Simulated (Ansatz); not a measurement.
Gas-phase electronic energies from Ansatz, PBE0-D4/def2-TZVP geometries. CCSD(T)/CBS is the MP2 limit (def2-TZVPP, def2-QZVPP) plus CCSD(T) − MP2 in def2-TZVPP, frozen cores. DFT in def2-TZVPP. For Ge outer-core shells are correlated without core-valence functions, which leaves a few kJ/mol of doubt a bond. Scalar relativity is left out up to krypton.

`[GeH3][CH]1CO1` + `B[C](=C)[AlH2]` → `C=[C]([AlH2])[GeH3]` + `BC1CO1`  (redistribution)

Is it downhill or uphill in electronic energy at CCSD(T)/CBS, and by how much? (Best estimate.)

The calculation gave: Downhill: ΔE = -0.08 eV.

What do these levels give: PBE-D4, r2SCAN-D4, PBE0-D4, PBE, CCSD(T)/def2-TZVPP, SCS-MP2/def2-QZVPP? (An estimate is asked.)

The calculation gave: PBE-D4 -0.11, r2SCAN-D4 -0.12, PBE0-D4 -0.10, PBE -0.10, CCSD(T)/def2-TZVPP -0.08, SCS-MP2/def2-QZVPP -0.07 eV.

Largest T1 diagnostic among the species: 0.012.

In def2-TZVPP, CCSD(T) changes the Hartree–Fock value by −0.06 eV (the triples alone add −0.01 eV) and MP2 by −0.06 eV.
